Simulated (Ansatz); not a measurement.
`CS[SiH]1CC1` + H₂ → `C1C[SiH2]1` + CH₃SH at 600 K and 1 bar (hydrogenolysis of the Si–S bond).

Program: Ansatz. Geometries: PBE0-D4/def2-TZVP. ΔE: electronic, gas phase. CBS: MP2 limit from def2 TZ/QZ plus the TZ coupled-cluster correction, frozen cores. This one scheme is used for every species. Each species was taken in one conformer, which may not be the lowest.

| species | CCSD(T)/CBS energy (Eh) | H − E (kJ/mol) | S (J/(mol·K)) |
| --- | --- | --- | --- |
| `CS[SiH]1CC1` | -805.81573 | 335.0 | 464.0 |
| H₂ | -1.17544 | 43.9 | 150.8 |
| `C1C[SiH2]1` | -368.74760 | 226.4 | 334.3 |
| CH₃SH | -438.22835 | 152.3 | 296.8 |

H − E and S are ideal-gas, rigid-rotor, harmonic terms from PBE0-D4/def2-TZVP, for one conformer and one mirror image of each species. The MP2-based limit puts H₂ 0.8 mEh under its directly extrapolated value; such offsets cancel only in part. 1 Eh = 2625.50 kJ/mol, R = 8.31446 J/(mol·K).

Question: By hand: ΔE, ΔH, ΔS and ΔG.

Answer: ΔE = (-368.74760) + (-438.22835) − (-805.81573) − (-1.17544) = 0.01522 Eh = 40.0 kJ/mol. Δ(H − E) = 226.4 + 152.3 − 335.0 − 43.9 = -0.2, so ΔH = 39.8 kJ/mol. ΔS = 334.3 + 296.8 − 464.0 − 150.8 = 16.3 J/(mol·K). ΔG = 39.8 − 600 × (16.3)/1000 = 30.0 kJ/mol.

Question: By hand: the equilibrium constant, and the temperature at which ΔG would vanish if ΔH and ΔS stayed fixed.

Answer: log₁₀ K = −ΔG/(RT ln 10) = -2.6. ΔG = 0 at ΔH/ΔS = 2442 K, though so small a ΔS makes that figure unsure.

ΔH outweighs TΔS. A doubt of 5 kJ/mol in ΔE shifts log₁₀ K by 0.4 here. Other conformers and mirror images would add mixing entropy, several J/(mol·K) or more a flexible species. Modes under 60 cm⁻¹, often nearly free rotors, make the harmonic entropy too high. These are equilibria of isolated gas molecules and say nothing of rates. Largest T1 diagnostic: 0.011 (customary marks: 0.02 for closed shells, 0.045 for open ones).
